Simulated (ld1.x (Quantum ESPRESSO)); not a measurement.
What one change does to a pseudopotential (Sn (Z = 50), TM)

Sn (Z = 50), norm-conserving Troullier–Martins (Kleinman–Bylander form), made with ld1.x (Quantum ESPRESSO) 7.5 (PBEsol, scalar-relativistic). Core [Kr], reference 4d10 5s2 5p1 (charge +1). Waves: 5p (bound): rc 2.65 bohr; 4d (bound): rc 1.40 bohr; 5s (bound): rc 1.90 bohr. Local part: the s channel. Core correction: a·sin(br)/r model core, default radius (core density twice the valence density).

Change: core correction a·sin(br)/r model core inside 1.66 bohr.

Cutoffs: the cutoffs (Ry, on a coarse ladder) from which the occupation-weighted sum of valence levels, in a spherical-Bessel basis at the reference potential, stays within 10 and 1 mRy of its value at 400 Ry; they do not see the model core or the augmentation charge, which bear on the density cutoff. Errors are all-electron minus pseudo energies relative to the spin-unpolarised reference configuration.

Predict the effect on cutoff, ghosts and configuration errors.

The potential gets neither clearly harder nor softer (90 Ry and 140 Ry → 90 Ry and 140 Ry); the errors of the 7 common tests hardly move; neither file shows a bound ghost. The default core radius of the base comes out at 0.65 bohr. A wider model core is smoother and lowers the density cutoff, which this test does not measure.

```csv
quantity,base,changed
"cutoff, loose",90 Ry,90 Ry
"cutoff, tight",140 Ry,140 Ry
bound ghosts,none,none
"error for 4d10 5s2 5p2, meV [ΔE -6.90 eV]",+2.1,+2.1
"error for 4d10 5s2 5p0, meV [ΔE 13.97 eV]",-4.9,-4.9
"error for 4d10 5s1 5p0, meV [ΔE 44.99 eV]",-25,-24
"error for 4d9 5s2 5p2, meV [ΔE 25.75 eV]",-376,-338
"error for 4d9 5s2 5p3, meV [ΔE 17.50 eV]",-423,-383
"error for 4d10 5s1 5p3, meV [ΔE 0.11 eV]",-1.7,-1.8
"error for 4d10 5s1 5p2, meV [ΔE 7.69 eV]",-2.4,-2.5
s: phases at 2.91 bohr within 0.05 rad from the reference energy up to (Ry; the scan ends near 5),1.3,1.3
p: phases at 2.91 bohr within 0.05 rad from the reference energy up to (Ry; the scan ends near 5),2.2,2.2
d: phases at 2.91 bohr within 0.05 rad from the reference energy up to (Ry; the scan ends near 5),-0.3,-0.3
```
